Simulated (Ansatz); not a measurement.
Calculated with Ansatz (gas phase, PBE0-D4/def2-TZVP geometries, no zero-point term in ΔE). CBS: MP2 limit from def2 TZ/QZ plus the TZ coupled-cluster correction, frozen cores. Functionals use def2-TZVPP. For Se outer-core shells are correlated without core-valence functions, which leaves a few kJ/mol of doubt a bond. Scalar relativity is left out up to krypton. Each species was taken in one conformer, which may not be the lowest.

Consider the cleavage of the Si–Si bond: `BS[SiH2][SiH2]C` + `C[SeH]` → `C[SiH2][Se]C` + `BS[SiH3]`.

Q: Is it downhill or uphill in electronic energy at CCSD(T)/CBS, and by how much? (Best estimate.)

A: Computed: Downhill: ΔE = -62.2 kJ/mol.

Q: What do these levels give: PBE-D4, r2SCAN-D4, ωB97X-V, B2PLYP, r2SCAN, PBE0, MP2/def2-TZVPP, SCS-MP2/def2-TZVPP, CCSD/def2-TZVPP, CCSD(T)/def2-TZVPP, HF/def2-QZVPP, MP2/CBS(def2)? (Best estimate.)

A: Ansatz gave: PBE-D4 -48.2, r2SCAN-D4 -57.0, ωB97X-V -57.5, B2PLYP -62.1, r2SCAN -57.8, PBE0 -53.8, MP2/def2-TZVPP -68.2, SCS-MP2/def2-TZVPP -67.2, CCSD/def2-TZVPP -59.7, CCSD(T)/def2-TZVPP -58.7, HF/def2-QZVPP -70.3, MP2/CBS(def2) -71.7 kJ/mol.

Largest T1 diagnostic among the species: 0.014.

From PBE to PBE0 (25 % exact exchange), in def2-TZVPP and without D4, ΔE moves by −4.2 kJ/mol.
